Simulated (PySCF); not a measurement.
Dipole response of Hg⁺ (mercury, charge +1)

[Xe] 4f14 5d10 6s1, 2S determinant. Computed with PySCF 2.14 in def2-QZVPPD with the def2 core potential (60 electrons) (7s5p4d4f2g, 88 functions), with scalar relativity through the core potential. Coupled (time-dependent) response in atomic units; α is the mean over directions.

```tsv
method	mean α (bohr³)	C₆ (like pair)	S(−4)
UHF	23.59	168.6	295.5
PBE	18.80	141.7	131.3
PBE0	19.40	144.3	150.9
TPSSh	19.45	146.5	145.8
```

S(−4) is the Cauchy moment in α(ω) = α(0) + S(−4) ω² + …

α(iu) at PBE:

```json
{"u (hartree)": "0", "α(iu) (bohr³)": "18.80"}
{"u (hartree)": "0.0500", "α(iu) (bohr³)": "18.48"}
{"u (hartree)": "0.100", "α(iu) (bohr³)": "17.62"}
{"u (hartree)": "0.200", "α(iu) (bohr³)": "15.14"}
{"u (hartree)": "0.300", "α(iu) (bohr³)": "12.72"}
{"u (hartree)": "0.500", "α(iu) (bohr³)": "9.282"}
{"u (hartree)": "0.750", "α(iu) (bohr³)": "6.777"}
{"u (hartree)": "1.00", "α(iu) (bohr³)": "5.247"}
{"u (hartree)": "1.50", "α(iu) (bohr³)": "3.462"}
{"u (hartree)": "2.00", "α(iu) (bohr³)": "2.460"}
{"u (hartree)": "3.00", "α(iu) (bohr³)": "1.413"}
{"u (hartree)": "5.00", "α(iu) (bohr³)": "0.6275"}
```

A single London oscillator, α(iu) = α/(1 + u²/ω²), gives C₆ = (3/4) ω α². Matching the computed C₆ needs ω = 4 × 141.7 / (3 × 18.80²) = 0.535 hartree.

For an ion, C₆ is the dispersion term alone; charge-induced terms of lower order in 1/R come first.

Energies and moments cover only the electrons outside the core potential. Spin-orbit coupling, which splits the p, d and f shells strongly at this Z, is absent.
